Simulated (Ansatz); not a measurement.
**A family of molecules: the dipole moment**

One atom is swapped for its congeners: CH3BClFO (methoxychlorofluoroborane) `COB(F)Cl`; CH3AlClFO `C[O][Al]([F])[Cl]`; CH3ClFInO `C[O][In]([F])[Cl]`. The Ga member is missing. All are singlets with charge 0.

Shapes, held fixed at every level: PBE0-D4/def2-TZVP. Flexible molecules stand in one conformer, not always the lowest. Programs: Ansatz 0.2.0. Values in D.

```json
{"level": "PBE-D4/def2-TZVPP", "CH3BClFO": "2.34", "CH3AlClFO": "1.97", "CH3ClFInO": "1.61"}
{"level": "r2SCAN-D4/def2-TZVPP", "CH3BClFO": "2.38", "CH3AlClFO": "1.99", "CH3ClFInO": "1.62"}
{"level": "B3LYP-D4/def2-TZVPP", "CH3BClFO": "2.43", "CH3AlClFO": "2.04", "CH3ClFInO": "1.55"}
{"level": "wB97M-V/def2-TZVPP", "CH3BClFO": "2.41", "CH3AlClFO": "2.01", "CH3ClFInO": "1.43"}
```

At wB97M-V/def2-TZVPP the dipole moment falls at every step, from 2.41 to 1.43 D. Every level shows the same order. For atoms past krypton def2 sets carry core potentials with scalar relativity.
